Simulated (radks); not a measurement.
The manganese ion Mn2+, 23 electrons, occupied as [Ne] 3s1.5 3p6 3d5 4p0.5 (fractional occupations, a model configuration). Method: Dirac Kohn-Sham, PBE, spin-unpolarised, spherical densities, point nucleus; open shells are shared between the two j in proportion to 2j + 1; computed with a radial shooting solver on a logarithmic mesh with Libxc functionals.

Spin-orbit splittings of the eigenvalues, e(l+1/2) - e(l-1/2), with zeta = 2 splitting/(2l+1) and mean radii in bohr:

shell  occ.  splitting (eV)  zeta (eV)  <r> j=l-1/2  <r> j=l+1/2
2p        6           10.44      6.961       0.2450       0.2479
3p        6           1.291     0.8606       0.8897       0.8984
3d        5          0.1330    0.05321        1.091        1.095
4p      0.5          0.1148    0.07654        2.983        3.004
